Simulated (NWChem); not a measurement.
System: WO2BrF; SMILES [O]=[W]([Br])([F])=[O]

Results from NWChem. All runs use the structure optimised with PBE0/def2-SVP. def2 effective core potentials on W; no spin-orbit coupling. Level PBE/def2-SVP: energy and gradient on several grids; changes count from the extra-fine grid, which is no exact limit either.

Q: Which is the coarsest grid (fine; coarse; medium; xcoarse; xfine) from which on the energy stays within 50 μHa and each gradient component within 100 μHa/bohr of xfine?

A: medium.
```json
[
 {"grid": "xcoarse", "size of the energy change (μHa)": "3000", "largest change of a gradient component (μHa/bohr)": "7000"},
 {"grid": "coarse", "size of the energy change (μHa)": "200", "largest change of a gradient component (μHa/bohr)": "500"},
 {"grid": "medium", "size of the energy change (μHa)": "< 10", "largest change of a gradient component (μHa/bohr)": "40"},
 {"grid": "fine", "size of the energy change (μHa)": "< 10", "largest change of a gradient component (μHa/bohr)": "< 30"},
 {"grid": "xfine", "size of the energy change (μHa)": "< 10", "largest change of a gradient component (μHa/bohr)": "< 30"}
]
```
